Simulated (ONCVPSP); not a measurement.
## platinum: one change to an ONCV potential, before and after

Pt (Z = 78), optimised norm-conserving Vanderbilt (ONCV), made with ONCVPSP 4.0.1 (PBE, scalar-relativistic). Core [Kr] 4d10 4f14 5s2, reference 5p6 5d9 6s1. Waves: 6s: rc 2.40 bohr, ncon 4, nbas 8, qcut 2.1 1/bohr, 2 projectors, debl 2.6 Ha; 5p: rc 1.70 bohr, ncon 5, nbas 9, qcut 7.1 1/bohr, 2 projectors, debl 1 Ha; 5d: rc 2.00 bohr, ncon 4, nbas 8, qcut 7.5 1/bohr, 1 projector. Local part: polynomial inside 1.65 bohr (lpopt 4, dvloc0 1 Ha). Core correction: Teter function, fcfact 2.25, rcfact 1.05.

In the p channel the program set the typed energies aside and used -2.059, 0.250 Ha.

All-electron outer shells of the reference configuration (PBE, scalar-relativistic, ld1.x):

| shell | level (eV) | outermost node (bohr) | outermost maximum (bohr) |
| --- | --- | --- | --- |
| 4f | -70.08 | – | 0.38 |
| 5p | -56.02 | 0.53 | 0.98 |
| 5d | -6.14 | 0.57 | 1.26 |
| 6s | -5.66 | 1.14 | 2.38 |

Change: local potential polynomial inside 1.65 bohr (lpopt 4, dvloc0 8.5 Ha).

Cutoffs: the cutoffs (Ha) at which the residual kinetic energy of the hardest occupied pseudo-wave falls to 1 and 0.1 mHa per electron; they do not see the model core or the augmentation charge, which bear on the density cutoff. Errors are all-electron minus pseudo energies relative to the spin-unpolarised reference configuration.

Q: How do hardness, ghosts and transferability respond?

A: The potential gets neither clearly harder nor softer (19 Ha and 29 Ha → 19 Ha and 29 Ha); of the 4 tests that both files solve, the error grows in 3 and shrinks in 0 by more than 15 % and 0.3 meV (median size 15.9 → 31.3 meV); neither file shows a bound ghost.

| quantity | base | changed |
| --- | --- | --- |
| cutoff, loose | 19 Ha | 19 Ha |
| cutoff, tight | 29 Ha | 29 Ha |
| bound ghosts | none | none |
| GHOST(+) flags under 300 eV | s at 66.1 eV | none |
| error for 5p6 5d9 6s0, meV [ΔE 9.19 eV] | -8.1 | -8.2 |
| error for 5p6 5d8 6s0, meV [ΔE 29.16 eV] | -11 | -16 |
| error for 5p6 5d7 6s0, meV [ΔE 61.38 eV] | -21 | -47 |
| error for 5p6 5d6 6s0, meV [ΔE 107.03 eV] | -46 | -111 |
| s: phases at 2.44 bohr within 0.05 rad from the reference energy up to (Ha; the scan ends near 5) | 3.0 | 3.2 |
| p: phases at 1.72 bohr within 0.05 rad from the reference energy up to (Ha; the scan ends near 5) | to the end of the scan | to the end of the scan |
| d: phases at 2.03 bohr within 0.05 rad from the reference energy up to (Ha; the scan ends near 5) | 2.1 | 1.6 |
| rms error of d²Exc/dni dnj with the model core, mHa | 2.74 | 2.74 |
